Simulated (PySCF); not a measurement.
# Working out the excitation energy of Cl²⁺

Cl²⁺ [Ne] 3s2 3p3 (4S) → Cl²⁺ [Ne] 3s1 3p4 (4P). Computed with PySCF 2.14 in aug-cc-pV(T+d)Z, with the non-relativistic Hamiltonian (point nucleus). Frozen: [Ne]. Energies in hartree (1 hartree = 27.21139 eV):

```json
{"part": "UHF", "Cl²⁺ (lower)": "-458.223120", "Cl²⁺ (upper)": "-457.751451"}
{"part": "CCSD correlation", "Cl²⁺ (lower)": "-0.117574", "Cl²⁺ (upper)": "-0.140131"}
{"part": "(T)", "Cl²⁺ (lower)": "-0.003396", "Cl²⁺ (upper)": "-0.007548"}
```

Task: What does Hartree-Fock give?

Result: (-457.751451) − (-458.223120) = 0.471669 hartree = 12.835 eV.

Task: What do CCSD and CCSD(T) give?

Result: The CCSD correlation energies differ by -0.022557 hartree = -0.614 eV and the triples by -0.004152 hartree = -0.113 eV, so CCSD gives 12.221 eV and CCSD(T) 12.108 eV.

The coupled-cluster amplitudes are large, so a single reference is strained.
